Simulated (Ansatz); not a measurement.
Geometry optimisation, Ansatz 0.2.0, RHF/def2-SVP.

The input (input.yaml):

```yaml
crystal:
  periodic: [false, false, false]
  atoms:
    - { symbol: Sn, position_ang: [0.117498, -0.509099, -0.558624] }
    - { symbol: O, position_ang: [0.58443, 0.146288, 2.490223] }
    - { symbol: H, position_ang: [-0.15312, 0.610318, 2.858704] }
    - { symbol: Cl, position_ang: [2.161692, 0.539921, -0.752601] }
    - { symbol: Cl, position_ang: [-1.605821, 0.945015, -0.022972] }
    - { symbol: Cl, position_ang: [-0.406587, -1.384659, -2.651244] }
    - { symbol: O, position_ang: [0.139681, -2.032333, 0.643949] }
    - { symbol: Al, position_ang: [0.300159, -3.711911, 0.888542] }
    - { symbol: H, position_ang: [0.946486, -4.59719, -0.236461] }
    - { symbol: H, position_ang: [-0.20137, -4.269217, 2.271093] }
    - { symbol: H, position_ang: [0.319753, -0.786032, 2.46279] }
basis:
  gaussian: { orbitals: def2-SVP }
hamiltonian:
  xc: hf
relax:
  f_tol: 0.03
  max_steps: 50
output:
  orbitals: {}
```

Launched with:

```bash
$ ansatz run input.yaml --threads 4 --pin off --max-ram 5120MiB --backend cpu --events-out ev --progress --plain --runs-dir out
```

Where does it end, and by what steps?

The run converged. After 8 steps the energy has fallen by 0.177 eV; H3 moved furthest, 0.53 Å. Joined: Sn1–O2 (3.15 → 2.46 Å).

```tsv
step	energy less start (eV)	largest force component (eV/Å)	accepted
0	0.0000	1.200	yes
1	-0.0084	1.444	yes
2	-0.0576	1.761	yes
3	-0.0928	1.637	yes
4	-0.1324	1.194	yes
5	-0.1628	0.611	yes
6	-0.1663	0.376	yes
7	-0.1758	0.050	yes
8	-0.1766	0.018	yes
```

```xyz
11
Properties=species:S:1:pos:R:3
Sn 0.136 -0.508 -0.244
O 0.499 0.162 2.091
H 0.037 0.903 2.461
Cl 2.140 0.614 -0.581
Cl -1.710 0.892 0.064
Cl -0.324 -1.370 -2.382
O 0.168 -2.141 0.772
Al 0.277 -3.838 0.824
H 0.930 -4.631 -0.364
H -0.251 -4.530 2.137
H 0.302 -0.603 2.616
```

Whether the end is a true minimum wasn't checked by a vibrational analysis.

The run took 31 s on 4 threads of Intel(R) Xeon(R) Platinum 8259CL CPU @ 2.50GHz (Skylake/Cascade Lake), with other jobs on the host, peak memory 0.48 GiB.
